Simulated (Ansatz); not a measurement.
Ansatz (a program for electronic structure) input (RI-MP2/aug-cc-pV(T+d)Z):
A basis named .json is the Basis Set Exchange file of that set.

Ansatz 0.2 input:
```yaml
crystal:
  periodic: [false, false, false]
  atoms:
    - {symbol: F, position_ang: [-1.27599420, -1.38739847, 0.00907524]}
    - {symbol: Al, position_ang: [-0.42045535, 0.00707459, 0.00347677]}
    - {symbol: F, position_ang: [-1.22857516, 1.42954040, 0.01163520]}
    - {symbol: Cl, position_ang: [1.64747316, -0.02772042, -0.01362306]}
basis:
  gaussian:
    orbitals: aug-cc-pV_T+d_Z.json
    fitting: {mean_field: def2-universal-jkfit, correlation: aug-cc-pVTZ-RIFIT.json}
magnetization: {spin_polarized: true, initial_magnetization: 2}
correlation: {method: mp2, electrons: outside_noble_gas}
```

End of the output:

```
integrals: 0.17 GiB planned
410 factors; integrals over basis functions are off by at most 1.4e0 eV
506 factors; integrals over basis functions are off by at most 7.7e-1 eV
0.52 GiB of device memory are held for the factors and their scratch space
mean field: 0.62 GiB planned
mean field evaluation 1: about -24496.3188 eV, gradient 3.4e1 eV
mean field evaluation 2: about -24499.1318 eV, gradient 2.6e1 eV
mean field evaluation 4: about -24500.9299 eV, gradient 1.1e0 eV
mean field evaluation 8: about -24500.9604 eV, gradient 1.9e-6 eV
mean field evaluation 16: about -24500.8901 eV, gradient 8.6e-1 eV
mean field evaluation 32: about -24500.9602 eV, gradient 3.7e-2 eV
mean field evaluation 64: about -24500.9572 eV, gradient 1.3e-1 eV
mean field evaluation 96: about -24500.9443 eV, gradient 3.0e-1 eV
mean field -24500.96039483 eV, -900.3936871626 hartree, gradient 1.9e-6 eV, S^2 2.013401; 16 other end points of the search recorded, 0 dependent functions left out
12 core orbitals not correlated
reference -24500.96039483 eV, -900.3936871626 hartree; 13, 11 occupied and 177, 179 virtual orbitals, 506 factors
second order -20.69668565 eV of doubles, -0.00000000 eV of singles
Total energy: -24521.65708048 eV, -901.1542763314 hartree
```

This state (charge 0, triplet) is run at the relaxed geometry of the species with charge 0 and multiplicity 1, and is a spin state other than that species' own.
